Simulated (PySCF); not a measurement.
CH8N2O2Si.

```xyz
14

C      2.3422     0.1085     0.5947
N      1.0691     0.7550     0.3435
Si    -0.3917    -0.0137    -0.1056
N     -1.3332     1.2157    -0.8606
O     -1.3634    -0.6924     1.0783
O      0.0601    -1.3498    -0.9919
H      2.6079     0.0645     1.6690
H      2.2993    -0.9237     0.2183
H      3.1726     0.6133     0.0678
H      1.0347     1.7405     0.5809
H     -0.9242     1.7583    -1.6153
H     -2.3214     1.0533    -1.0284
H     -1.7228    -0.0779     1.7278
H     -0.4419    -2.1456    -0.7810
```
Charge 0, spin multiplicity 1.

Coordinates come from a B3LYP-D3(BJ)/def2-SVP optimisation. This is a generated structure with no PubChem entry under its InChIKey; it may be hypothetical. Other conformers were not sampled.

Level of theory: PBE/pcSseg-1 in PySCF. Non-relativistic, no solvent.

Computed absolute GIAO shielding of each atom: isotropic value and principal components (ppm):
```csv
atom,σ(iso),σ11,σ22,σ33,span
C1,148.7,122.3,141.2,182.6,60.3
N2,226.3,192.4,225.9,260.4,68.1
Si3,383.0,356.4,365.0,427.7,71.3
N4,234.0,197.6,235.4,269.0,71.4
O5,272.2,246.7,261.6,308.4,61.7
O6,284.6,251.4,291.1,311.3,59.9
H7,28.6,23.1,26.4,36.1,13.0
H8,28.2,23.5,28.1,32.8,9.3
H9,28.6,23.4,26.5,36.0,12.6
H10,31.0,21.8,31.1,40.1,18.3
H11,30.8,24.0,27.4,41.0,17.0
H12,31.0,24.3,26.7,41.9,17.5
H13,30.2,23.0,24.9,42.8,19.7
H14,29.9,21.8,25.5,42.5,20.6
```
